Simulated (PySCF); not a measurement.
# Fractional electron number in Mn²⁺ (manganese, charge +2)

The 3d alpha orbital of [Ar] 3d5 is emptied in steps (occupation f), with all orbitals relaxed, ending at [Ar] 3d4. Computed with PySCF 2.14 in def2-SVP (5s3p2d1f, 31 functions), with no relativity, point nucleus. The exact energy is a straight line in f; departures are measured from the line between the end points of the same method.

**Question.** Among PBE0, r2SCAN, LC-wPBE, which shows the largest delocalisation error (convex curve), and which is closest to linear?

**Answer.** Most convex: r2SCAN (-2.076 eV at f = 0.5); closest to linear: LC-wPBE (-0.904 eV).

```tsv
f	PBE0 (eV)	r2SCAN (eV)	LC-wPBE (eV)
1	0.000	0.000	0.000
0.9	-0.549	-0.739	-0.314
0.7	-1.290	-1.734	-0.746
0.5	-1.548	-2.076	-0.904
0.3	-1.311	-1.752	-0.772
0.1	-0.566	-0.754	-0.336
0	0.000	0.000	0.000
```

```json
{"method": "PBE0", "E(f=0) − E(f=1) (eV)": "34.540", "−ε at f=1 (eV)": "28.468", "−ε at f=0.5 (eV)": "34.479"}
{"method": "r2SCAN", "E(f=0) − E(f=1) (eV)": "34.542", "−ε at f=1 (eV)": "26.361", "−ε at f=0.5 (eV)": "34.488"}
{"method": "LC-wPBE", "E(f=0) − E(f=1) (eV)": "34.585", "−ε at f=1 (eV)": "31.122", "−ε at f=0.5 (eV)": "34.510"}
```

Reference removal energy between the ground levels: 33.668 ± 0.012 eV (measured; NIST Atomic Spectra Database, ionization energies). The calculation has no spin-orbit coupling. The determinant left behind need not be the lowest term of the ion.
